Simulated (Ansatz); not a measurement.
`OC[SiH2]Br` + H₂ → `C[SiH2]Br` + H₂O at 400 K and 1 bar (hydrogenolysis of a C–O bond).

Computed with Ansatz on PBE0-D4/def2-TZVP structures; ΔE is electronic, products minus reactants. CBS: MP2 limit from def2 TZ/QZ plus the TZ coupled-cluster correction, frozen cores. This one scheme is used for every species. For Br outer-core shells are correlated without core-valence functions, which leaves a few kJ/mol of doubt a bond. Scalar relativity is left out up to krypton. Each species was taken in one conformer, which may not be the lowest.

| species | CCSD(T)/CBS energy (Eh) | H − E (kJ/mol) | S (J/(mol·K)) |
| --- | --- | --- | --- |
| `OC[SiH2]Br` | -2978.66534 | 187.3 | 364.4 |
| H₂ | -1.17544 | 38.0 | 139.0 |
| `C[SiH2]Br` | -2903.51417 | 168.6 | 335.0 |
| H₂O | -76.37941 | 69.8 | 198.6 |

H − E and S are ideal-gas, rigid-rotor, harmonic terms from PBE0-D4/def2-TZVP, for one conformer and one mirror image of each species. The MP2-based limit puts H₂ 0.8 mEh under its directly extrapolated value; such offsets cancel only in part. 1 Eh = 2625.50 kJ/mol, R = 8.31446 J/(mol·K).

Task: By hand: ΔE, ΔH, ΔS and ΔG.

Result: ΔE = (-2903.51417) + (-76.37941) − (-2978.66534) − (-1.17544) = -0.05280 Eh = -138.6 kJ/mol. Δ(H − E) = 168.6 + 69.8 − 187.3 − 38.0 = 13.1, so ΔH = -125.5 kJ/mol. ΔS = 335.0 + 198.6 − 364.4 − 139.0 = 30.2 J/(mol·K). ΔG = -125.5 − 400 × (30.2)/1000 = -137.6 kJ/mol.

Task: By hand: the equilibrium constant, and the temperature at which ΔG would vanish if ΔH and ΔS stayed fixed.

Result: log₁₀ K = −ΔG/(RT ln 10) = 18.0. ΔH and −TΔS have one sign here, so there is no such temperature.

ΔH outweighs TΔS. A doubt of 5 kJ/mol in ΔE shifts log₁₀ K by 0.7 here. Other conformers and mirror images would add mixing entropy, several J/(mol·K) or more a flexible species. These are equilibria of isolated gas molecules and say nothing of rates. Largest T1 diagnostic: 0.009 (customary marks: 0.02 for closed shells, 0.045 for open ones).
